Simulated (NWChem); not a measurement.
Species: LiOH cation, doublet; SMILES of the neutral closed-shell parent [Li][OH]

```xyz
3

Li    -0.8784    -0.8861    -0.7612
O      0.2128     0.3621     0.1970
H      0.9867     0.4193     0.8057
```
Atoms are numbered in this order, from 1.

Level: B3LYP/6-31G* (spherical d), spin-unrestricted (NWChem), optimised geometry, unscaled harmonic frequencies. This spin state was assumed; another may lie lower. B3LYP is NWChem's, with the RPA form of VWN correlation.

Problem. List the harmonic frequencies with IR intensities, and the thermochemistry.

Solution. 
| frequency (cm⁻¹) | IR intensity (km/mol) |
|---|---|
| 315 | 250.8 |
| 502 | 76.5 |
| 3622 | 145.1 |

```yaml
zero_point_energy: 6.3 kcal/mol
thermal correction to the enthalpy at 298.15 K (with zero-point energy): 9.1 kcal/mol
heat capacity Cv: 8.8 cal/(mol K)
"entropy at 298.15 K and 1 atm (symmetry number 1, electronic part: spin degeneracy alone)": 55.2 cal/(mol K)
```

Rigid rotor and harmonic oscillator.
